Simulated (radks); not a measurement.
Values are calculated unless marked as measured or tabulated.
How relativity changes the ionisation of the technetium ion Tc20+ ([Ar] 3d5) to Tc21+ ([Ar] 3d4). Spin-unpolarised spherical Kohn-Sham, PBE, point nucleus unless stated (finite: rms radius 4.4112 fm), a radial shooting solver on a logarithmic mesh with Libxc functionals. A level marked "c x" has the speed of light scaled by that factor and shares open shells by 2j + 1; other Dirac levels either fill j = l - 1/2 first or share by 2j + 1.

level                               E(Tc20+) (hartree)  E(Tc21+) (hartree)  IE (eV)   HOMO  <r> HOMO (bohr)
non-rel.                                   -3993.22939         -3960.05658   902.68     3d           0.3548
scalar-rel.                                -4072.29547         -4039.20110   900.54     3d           0.3547
scalar-rel., finite nucleus                -4072.23093         -4039.13653   900.54     3d           0.3547
Dirac, 2j+1 shares                         -4072.96998         -4039.87744   900.49  3d5/2           0.3557
Dirac, low j first                         -4073.32748         -4040.32320   898.09  3d5/2           0.3558
Dirac, 2j+1 shares, finite nucleus         -4072.90532         -4039.81273   900.50  3d5/2           0.3557
Dirac, c x 0.85                            -4105.79491         -4072.73508   899.60  3d5/2           0.3560
Dirac, c x 3                               -4001.71369         -3968.54947   902.44  3d5/2           0.3549
Dirac, c x 5                               -3996.27356         -3963.10383   902.59  3d5/2           0.3549

NIST Atomic Spectra Database: 904 eV (theoretical). The relativistic part of the total energy of Tc20+ is -79.68 hartree (Dirac, 2j+1 shares, finite nucleus), 2 % of the non-relativistic value. Spin polarisation and multiplet splitting of open shells are left out at every level.

Beside tabulated values, note that relativity, absent from the non-relativistic runs, is large for the heavy elements, and spin-unpolarised runs miss the spin-polarisation part of the exchange energy of open shells.
